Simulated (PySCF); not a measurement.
A structure optimised at PBE-D3(BJ)/def2-SVP, used in a PySCF frequency run:

```xyz
7

F     -2.3862    -1.4348     0.4559
C     -1.7116    -0.5169    -0.2411
Cl    -2.7458     0.7135    -0.8888
C     -0.4068    -0.5496    -0.4304
C      0.8925    -0.5437    -0.6080
Br     2.1171     0.3280     0.5752
H      1.4106    -1.0358    -1.4476
```

Q: Write its SMILES and formula.

A: FC(Cl)=C=CBr, C3HBrClF

Q: What are its rotational constants (standard atomic weights)?

A: 4.7575, 0.59933, 0.55985 GHz
